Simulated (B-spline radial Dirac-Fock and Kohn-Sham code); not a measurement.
Elastic and transport cross sections of neon for electrons

Level of theory: relativistic (Dirac) partial waves in the static field of the Dirac-Fock atom with Furness-McCarthy exchange, without polarisation or absorption potentials; an atomic code on a B-spline grid. σ_tr1 and σ_tr2 weight the cross section with 1 − P₁ and 1 − P₂ of cos θ; "backward" is the share scattered beyond 90°.

```
energy (eV)  σ (a₀²)  σ_tr1 (a₀²)  σ_tr2 (a₀²)  σ/σ_tr1  backward (%)
      49000   0.0623     0.000343     0.000880      181         0.039
      50000   0.0612     0.000331     0.000850      185         0.038
      51100   0.0601     0.000319     0.000818      188         0.037
      58600        ?            ?            ?        ?             ?
      66400   0.0482     0.000201     0.000520      240         0.027
      67600   0.0475     0.000194     0.000504      244         0.027
      74000   0.0441     0.000166     0.000432      266         0.024
      74400   0.0439     0.000164     0.000428      267         0.024
      98800   0.0352     0.000100     0.000264      351         0.017
     100000   0.0349     9.83e-05     0.000258      355         0.016
     200000   0.0217     3.05e-05     8.21e-05      713        0.0063
     300000   0.0174     1.58e-05     4.31e-05     1100        0.0034
```

**Question.** Fill in the row for 58.6 keV.

**Answer.** σ = 0.0535 a₀², σ_tr1 = 0.000250 a₀², σ_tr2 = 0.000645 a₀², σ/σ_tr1 = 214, backward 0.032 %. The ratio σ/σ_tr1 is roughly the number of elastic collisions that randomise the direction.

Values without a named source are computed, but for edge energies of neutral atoms, which are taken from tables.
